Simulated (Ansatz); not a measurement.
Sn₂Au, relaxed as a doublet with UKS B3LYP-D4/def2-TZVP in Ansatz, starting from the GFN1-xTB geometry. Force threshold 0.02 eV/Å.

In the def2 sets Au, Sn take a core potential; there is no spin–orbit coupling. The relaxation made no stability test and no search for a lower SCF solution. The structure comes from a short search, and lower isomers may exist.

Start:

```xyz
3

Au    1.451    0.241    0.276
Sn   -0.396   -1.041   -1.067
Sn   -1.055    0.800    0.791
```

| step | energy (eV) | largest force component (eV/Å) | SCF passes |
| --- | --- | --- | --- |
| 1 | -15363.6704 | 1.450 | 19 |
| 2 | -15363.6892 | 1.066 | 30 |
| 3 | -15363.8347 | 0.291 | 23 |
| 4 | -15363.8418 | 0.108 | 23 |
| 5 | -15363.8428 | 0.002 | 24 |

Force components are those of the run's own axes.

End:

```xyz
3

Au    1.521    0.253    0.289
Sn   -0.413   -1.096   -1.123
Sn   -1.108    0.843    0.833
```

By distances, no bond broke or formed. The bond that changes most is Sn2–Sn3, from 2.70 to 2.84 Å (atoms count from 1).

No frequencies were taken in this run, so the end may be a saddle point.

Run time 14 s (4 threads of Arm Neoverse V2 on a shared host).
